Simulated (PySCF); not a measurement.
**Heteronuclear NMR**

Numbering as in the mapped SMILES `[CH3:1][SiH2:2][CH2:3][O:4][CH:5]1[CH2:6][CH2:7]1`; H(Xn) means a hydrogen on atom n. Ha(C6), Ha(C7) are cis to O4 on the ring; Hb(C6), Hb(C7) are trans to O4 on the ring.

Isolated molecule, one conformer, one averaged value for each set of equivalent atoms, no relativistic terms. GFN2-xTB geometry; σ from GIAO-PBE0/pcSseg-1; PySCF.

**Question.** Predict the ²⁹Si NMR data.

**Answer.** 
| atoms | environment | σ (ppm) | δ (ppm) |
| --- | --- | --- | --- |
| Si2 | silicon bonded to 2 C, 2 H | 394.4 | -44.2 |

Shieldings were converted by a linear fit to measured shifts: ²⁹Si: δ = 279.94 − 0.822σ (rms 8.9 ppm, 72 shifts, 25.8 ppm with the 6 outliers that the fit left out vs TMS, solution or neat liquid). A few per cent of atoms miss by over 2 rms, more outside the fitted compound classes.

On a 300 MHz spectrometer ²⁹Si resonates near 59.6 MHz, so 1 ppm is 59.6 Hz.

**Question.** Predict the ¹⁷O NMR data.

**Answer.** 
```tsv
atoms	environment	σ (ppm)	δ (ppm)
O4	ether oxygen	296.4	-3.3
```

Shieldings were converted by a linear fit to measured shifts: ¹⁷O: δ = 266.70 − 0.911σ (rms 10.7 ppm, 155 shifts, 12.2 ppm with the 3 outliers that the fit left out vs liquid water, solution or neat liquid). Occasional misses reach two or three times the rms, and more in compound classes unlike the fitted ones.

On a 500 MHz spectrometer ¹⁷O resonates near 67.8 MHz, so 1 ppm is 67.8 Hz.
